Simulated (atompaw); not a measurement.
## Before and after: PAW (atompaw) potential for Ru

ruthenium (Ru), PAW, made with atompaw 4.2.0.5 (PBEsol, scalar-relativistic). Core [Kr], reference 4d7 5s1 5p0. Waves: 5s (bound): rc 3.00 bohr; 5s channel at 1.6 Ry: rc 3.00 bohr; 5p (bound, empty): rc 3.00 bohr; 5p channel at 3.95 Ry: rc 3.00 bohr; 4d (bound): rc 1.45 bohr; 4d channel at 0.85 Ry: rc 3.00 bohr. Local part: troulliermartins scheme with l = 3 at 0.5 Ry, radius 2.85 bohr. Core correction: smooth core density matched at 2.35 bohr. Augmentation charge: sinc compensation charge, radius 2.90 bohr; PAW radius 3.00 bohr; waves and projectors: custom rrkj gramschmidtortho.

All-electron outer shells of the reference configuration (PBEsol, scalar-relativistic, ld1.x):

```json
{"shell": "4s", "level (eV)": "-76.31", "outermost node (bohr)": "0.48", "outermost maximum (bohr)": "0.92"}
{"shell": "4p", "level (eV)": "-46.38", "outermost node (bohr)": "0.49", "outermost maximum (bohr)": "0.98"}
{"shell": "4d", "level (eV)": "-5.22", "outermost node (bohr)": "0.48", "outermost maximum (bohr)": "1.21"}
{"shell": "5s", "level (eV)": "-4.27", "outermost node (bohr)": "1.24", "outermost maximum (bohr)": "2.73"}
{"shell": "5p", "level (eV)": "-0.87", "outermost node (bohr)": "1.41", "outermost maximum (bohr)": "3.87"}
```

Change: wave 5s channel at 1.6 Ry: rc 3.00 bohr becomes 5s channel at 1.6 Ry: rc 2.04 bohr.

Cutoffs: the cutoffs (Ry, on a coarse ladder) from which the occupation-weighted sum of valence levels, in a spherical-Bessel basis at the reference potential, stays within 10 and 1 mRy of its value at 400 Ry; they do not see the model core or the augmentation charge, which bear on the density cutoff.

Q: What does the change do?

A: The potential gets neither clearly harder nor softer (50 Ry and 80 Ry → 50 Ry and 80 Ry); a bound ghost appears in s, which as a rule spoils a file; the range in which the s phases agree widens (upper end 0.9 → 3.5).

| quantity | base | changed |
| --- | --- | --- |
| cutoff, loose | 50 Ry | 50 Ry |
| cutoff, tight | 80 Ry | 80 Ry |
| bound ghosts | none | s |
| s: phases at 3.02 bohr within 0.05 rad from the reference energy up to (Ry; the scan ends near 5) | 0.9 | 3.5 |
| p: phases at 3.02 bohr within 0.05 rad from the reference energy up to (Ry; the scan ends near 5) | 4.6 | 4.6 |
| d: phases at 3.02 bohr within 0.05 rad from the reference energy up to (Ry; the scan ends near 5) | 1.3 | 1.3 |
| lowest overlap eigenvalue by channel | s 0.54, p 0.88, d 0.45 | s 0.23, p 0.88, d 0.45 |

 A true bound ghost makes a file unfit for plane-wave use even where its test errors are small: the radial tests pick states by their node count and pass the ghost by. The cutoffs see the waves, projectors and local potential, not the compensation charge or the core.
